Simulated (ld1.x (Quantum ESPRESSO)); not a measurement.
## What one change does to a pseudopotential (potassium, TM)

```json
{"Element": "potassium (K)", "Generator": "ld1.x (Quantum ESPRESSO) 7.5", "Type": "norm-conserving Troullier–Martins (Kleinman–Bylander form)", "Functional": "PBE", "Relativity": "scalar-relativistic", "Frozen core": "[Ar]", "Valence charge": "1", "Reference configuration": "3d0 4s0 4p1", "Partial waves": "4s (bound, empty): rc 2.75 bohr; 4p (bound): rc 3.75 bohr; 3d (bound, empty): rc 4.20 bohr", "Local potential": "the d channel", "Core correction": "none"}
```

All-electron outer shells of the reference configuration (PBE, scalar-relativistic, ld1.x):

```json
{"shell": "3s", "level (eV)": "-36.82", "outermost node (bohr)": "0.48", "outermost maximum (bohr)": "1.08"}
{"shell": "3p", "level (eV)": "-20.27", "outermost node (bohr)": "0.45", "outermost maximum (bohr)": "1.15"}
{"shell": "4s", "level (eV)": "-2.99", "outermost node (bohr)": "1.58", "outermost maximum (bohr)": "3.98"}
{"shell": "4p", "level (eV)": "-1.39", "outermost node (bohr)": "1.86", "outermost maximum (bohr)": "5.86"}
{"shell": "3d", "level (eV)": "-0.46", "outermost node (bohr)": "–", "outermost maximum (bohr)": "6.40"}
```

Change: core correction a·sin(br)/r model core inside 1.68 bohr.

Cutoffs: the cutoffs (Ry, on a coarse ladder) from which the occupation-weighted sum of valence levels, in a spherical-Bessel basis at the reference potential, stays within 10 and 1 mRy of its value at 400 Ry; they do not see the model core or the augmentation charge, which bear on the density cutoff. Errors are all-electron minus pseudo energies relative to the spin-unpolarised reference configuration.

**Question.** What does the change do?

**Answer.** Both files are so soft that the ladder of cutoffs tells neither apart; both files keep a bound ghost (s); of the 4 tests that both files solve, the error grows in 1 and shrinks in 3 by more than 15 % and 0.3 meV (median size 106.1 → 3.4 meV). A model core, the more so a compact one, raises the density cutoff, which this test does not measure.

```csv
quantity,base,changed
"cutoff, loose",6 Ry,6 Ry
"cutoff, tight",6 Ry,6 Ry
bound ghosts,s,s
"error for 3d0 4s1 4p0, meV [ΔE -1.55 eV]",+115,-2393
"error for 3d0 4s0.5 4p0, meV [ΔE 0.09 eV]",+24,-2.3
"error for 3d1 4s0 4p0, meV [ΔE 0.90 eV]",+205,+0.1
"error for 3d0.5 4s0.5 4p0, meV [ΔE -0.33 eV]",+97,-4.5
s: phases at 4.54 bohr within 0.05 rad from the reference energy up to (Ry; the scan ends near 5),0.8,0.8
p: phases at 4.54 bohr within 0.05 rad from the reference energy up to (Ry; the scan ends near 5),n/a,n/a
d: phases at 4.54 bohr within 0.05 rad from the reference energy up to (Ry; the scan ends near 5),0.1,0.1
```

Changed file: These tests converged, but a pseudo level misses the all-electron one widely, so the file describes the atom poorly there or has found another state: 3d0 4s1 4p0: 4s by 1.2 eV (a node warning on the way). A true bound ghost makes a file unfit for plane-wave use even where its test errors are small: the radial tests pick states by their node count and pass the ghost by.
